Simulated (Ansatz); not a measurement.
One change: `C=[C](N)[GaH][CH3]` becomes `C=C(N)S[SiH3]`.

Ansatz, PBE0-D4/def2-TZVP geometries, multiplicity 1. Each molecule was computed in one conformer, which needn't be the lowest.

Scalar relativity is left out up to krypton.

| property | `C=[C](N)[GaH][CH3]` |
| --- | --- |
| LUMO energy (PBE/def2-TZVPP) / eV | -2.02 |
| HOMO–LUMO gap (PBE/def2-TZVPP) / eV | 2.85 |
| size of the dipole moment (ωB97M-V/def2-TZVPP) / D | 0.91 |
| LUMO energy (B3LYP/def2-TZVPP) / eV | -1.50 |
| HOMO–LUMO gap (B3LYP/def2-TZVPP) / eV | 4.27 |
| LUMO energy (PBE0/def2-TZVPP) / eV | -1.23 |

Task: What does the change do to each property? (An estimate is asked.)

Result: Computed: 
| property | `C=C(N)S[SiH3]` | shift |
| --- | --- | --- |
| LUMO energy (PBE/def2-TZVPP) / eV | -0.80 | 1.22 |
| HOMO–LUMO gap (PBE/def2-TZVPP) / eV | 4.45 | 1.60 |
| size of the dipole moment (ωB97M-V/def2-TZVPP) / D | 1.99 | 1.08 |
| LUMO energy (B3LYP/def2-TZVPP) / eV | -0.10 | 1.40 |
| HOMO–LUMO gap (B3LYP/def2-TZVPP) / eV | 6.04 | 1.77 |
| LUMO energy (PBE0/def2-TZVPP) / eV | 0.11 | 1.34 |

With PBE0 the HOMO falls by 0.39 eV and the LUMO rises by 1.34 eV, so the gap widens by about 1.73 eV. PBE moves the HOMO by -0.38 eV and ωB97M-V by -0.35 eV. Dipoles are sizes alone; their direction can turn.

B3LYP here is the variant with VWN-RPA as its local correlation; programs differ in this.
